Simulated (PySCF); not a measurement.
C₄H₆GeO.
Atom-mapped SMILES: `[CH2:1]=[C:2]1[CH:3]=[C:4]1[O:5][GeH3:6]` (hydrogens: H7, H8 on C1; H9 on C3; H10, H11, H12 on Ge6)

Computed by this run: PBE0-D3(BJ)/def2-SVP geometry optimisation, gas phase (PySCF); density fitting, grid level 1; the optimiser is geomeTRIC in internal coordinates, started from a GFN2-xTB structure with every atom displaced at random (about 0.01 Å).

Step 0: E = -62781.8203 eV
```
atom  x, y, z in Å  |  force x, y, z in eV/Å
C1      0.1395   -1.6213   -1.5216   -0.930   1.392  -1.363
C2      0.3694   -1.2855   -0.2787    0.501   0.657   1.788
C3      0.8427   -1.5537    1.0610    0.595  -0.524   0.507
C4      0.4030   -0.3422    0.8148   -1.059   0.891  -0.733
O5      0.0766    0.8539    1.2496    0.679  -0.962   0.543
Ge6    -0.6646    2.1789    0.2959   -0.073  -0.189   0.154
H7     -0.3169   -0.8820   -2.1984    0.142  -0.192   0.117
H8      0.3573   -2.5645   -1.9298    0.356  -1.536  -0.473
H9      1.2998   -2.2333    1.7707   -0.003  -0.219   0.026
H10    -2.0061    1.7081   -0.1689   -0.683  -0.186  -0.216
H11     0.2456    2.4926   -0.8351    0.585   0.247  -0.729
H12    -0.7067    3.2207    1.3638   -0.110   0.621   0.380
```

Task: Estimate the geometry and energy of step 1. (The exact step hangs on the optimiser's Hessian estimate; all steps are aligned on step 0, rigid shifts and turns removed.)

Result: E = -62781.9493 eV, largest force 1.235 eV/Å
```
atom  x, y, z in Å  |  force x, y, z in eV/Å
C1      0.1164   -1.5874   -1.5443    0.132  -0.228  -0.176
C2      0.3618   -1.2205   -0.2839   -0.045  -0.315  -0.078
C3      0.8561   -1.5317    1.0485   -0.465   0.221  -0.345
C4      0.3464   -0.3234    0.8227    0.815  -0.541   0.659
O5      0.1524    0.8398    1.3684   -0.639   0.946  -0.472
Ge6    -0.6429    2.1598    0.3278    0.126  -0.179   0.122
H7     -0.3243   -0.8950   -2.2580   -0.066   0.104  -0.082
H8      0.3881   -2.5913   -1.9004   -0.094   0.240   0.120
H9      1.2606   -2.2784    1.7195    0.151  -0.065   0.054
H10    -2.0141    1.6030   -0.1221    0.214   0.081   0.065
H11     0.3013    2.4568   -0.8667   -0.165  -0.092   0.256
H12    -0.7620    3.3400    1.3119    0.035  -0.174  -0.123
```

The energy changes by -0.1290 eV. The first-order estimate −F·Δx gives -0.4904 eV and the mean of the old and new forces, exact on a quadratic surface, -0.1315 eV. The step makes an angle of 67° with the force vector and moves no atom by more than 0.142 Å.

What follows is the cost of the whole optimisation. Time: 61 s of wall time; peak memory 0.57 GiB. Hardware: one thread of an Arm Neoverse V2, no GPU, shared host with 192 logical CPUs at a one-minute load of 486.
